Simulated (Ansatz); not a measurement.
`[SiH3][N]([SiH3])[Mg][Cl]`. The species carries charge 0 and has multiplicity 1. The geometry is a stationary point of PBE0-D4/def2-TZVP. It is one conformer, not always the lowest.

```xyz
11

Si    0.261    0.552    1.545
N     0.085   -0.087   -0.034
Si   -1.119    0.336   -1.175
Mg    1.355   -1.401   -0.583
Cl    2.802   -2.898   -1.206
H    -0.909    0.283    2.428
H     1.455   -0.122    2.154
H     0.513    2.020    1.566
H    -2.505    0.033   -0.717
H    -0.858   -0.486   -2.403
H    -1.081    1.771   -1.576
```

Question: What is the dipole moment at r2SCAN/def2-TZVPP? (An estimate is asked.)

Answer: The calculation gave: 1.02 D, with components (-0.68, 0.70, 0.29) D in this frame, pointing from negative to positive charge.

Question: And with PBE, B3LYP, ωB97M-V? (An estimate is asked.)

Answer: Computed: PBE 0.93 D, B3LYP 1.01 D, ωB97M-V 1.04 D.

Question: Give the Mulliken charges with r2SCAN, ωB97M-V, B3LYP in def2-TZVPP. (Best estimate.)

Answer: The calculation gave: 
```csv
atom,r2SCAN,ωB97M-V,B3LYP
Si1,0.37,0.23,0.33
N2,-0.71,-0.65,-0.62
Si3,0.37,0.23,0.33
Mg4,0.94,0.83,0.87
Cl5,-0.44,-0.40,-0.42
H6,-0.08,-0.04,-0.08
H7,-0.10,-0.05,-0.09
H8,-0.08,-0.04,-0.08
H9,-0.08,-0.04,-0.08
H10,-0.10,-0.05,-0.09
H11,-0.08,-0.04,-0.08
```

B3LYP here is the variant with VWN-RPA as its local correlation; programs differ in this.
